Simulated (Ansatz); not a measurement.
B₅N₆⁻ (the lowest singlet isomer of a short search), 11 atoms. Hardware: 4 threads of Intel Xeon on a shared host.

Correlated methods freeze 11 core orbitals.

Question: How many basis functions does each of these Ansatz runs have, and roughly what does it cost? r2SCAN-D4/def2-TZVPD, charge -1 triplet at the geometry of the charge -1 singlet, energy, from earlier orbitals; HF/6-31G, charge -1 singlet, energy; RPA@PBE/def2-SVPD, charge -1 singlet, energy, from earlier orbitals; PBE0-D4/def2-TZVPD, charge -1 singlet, energy, from earlier orbitals; PBE0-D4/def2-TZVPD, charge -1 triplet at the geometry of the charge -1 singlet, energy; PBE-D4/def2-TZVPD, charge 0 doublet at the geometry of the charge -1 singlet, energy, from earlier orbitals; PBE0-D4/def2-SVPD, charge -1 singlet, energy, from earlier orbitals; B3LYP-D4/def2-SVPD, charge -1 singlet, relaxation, 7 steps; PBE-D4/def2-SVPD, charge -1 singlet, energy, from earlier orbitals; PBE-D4/def2-TZVPD, charge -1 singlet, energy, from earlier orbitals; HF/def2-TZVPD, charge -1 singlet, energy, from earlier orbitals; BHLYP-D4/def2-TZVPD, charge -1 singlet, energy and forces, from earlier orbitals.

Answer: Other jobs shared the machine, so times can vary by a factor of up to 3. A dash marks memory too small to be measured apart from the calling script's.

| run | functions | fitting or Cholesky vectors | wall time | peak host memory (GiB) |
| --- | --- | --- | --- | --- |
| HF/6-31G, charge -1 singlet, energy | 99 | 1425 | 2.1 s | – |
| PBE-D4/def2-SVPD, charge -1 singlet, energy, from earlier orbitals | 220 | 1845 | 5.5 s | – |
| PBE0-D4/def2-SVPD, charge -1 singlet, energy, from earlier orbitals | 220 | 1845 | 9 s | – |
| PBE-D4/def2-TZVPD, charge -1 singlet, energy, from earlier orbitals | 407 | 1899 | 12 s | 0.86 |
| RPA@PBE/def2-SVPD, charge -1 singlet, energy, from earlier orbitals | 220 | 2161 | 15 s | – |
| HF/def2-TZVPD, charge -1 singlet, energy, from earlier orbitals | 407 | 2391 | 17 s | 1.5 |
| PBE-D4/def2-TZVPD, charge 0 doublet at the geometry of the charge -1 singlet, energy, from earlier orbitals | 407 | 1899 | 24 s | 0.99 |
| PBE0-D4/def2-TZVPD, charge -1 singlet, energy, from earlier orbitals | 407 | 1899 | 30 s | 1.5 |
| BHLYP-D4/def2-TZVPD, charge -1 singlet, energy and forces, from earlier orbitals | 407 | 2193 | 34 s | 1.6 |
| B3LYP-D4/def2-SVPD, charge -1 singlet, relaxation, 7 steps | 220 | 1845 | 63 s | 0.8 |
| r2SCAN-D4/def2-TZVPD, charge -1 triplet at the geometry of the charge -1 singlet, energy, from earlier orbitals | 407 | 1899 | 1.7 min | 1.3 |
| PBE0-D4/def2-TZVPD, charge -1 triplet at the geometry of the charge -1 singlet, energy | 407 | 1899 | 3.9 min | 2.1 |
